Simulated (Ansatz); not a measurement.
## Ansatz (development build ahead of 0.2.0) run

```yaml
crystal:
  periodic: [false, false, false]
  atoms:
    - { symbol: Al, position_ang: [0.0, 0.0, 0.0] }
basis:
  gaussian: { orbitals: def2-TZVP }
magnetization:
  spin_polarized: true
  initial_magnetization: 1
hamiltonian:
  xc: hf
correlation:
  method: mp2
  frozen_orbitals: { Al: 5 }
```

The input is written out in the form of the current development build from the run's settings.

Output:

* Converged: yes
* Reference energy: -241.87435 hartree
* Correlation energy: -0.03499 hartree
* Total energy: -241.90934 hartree
* Spin squared of the determinant: 0.770
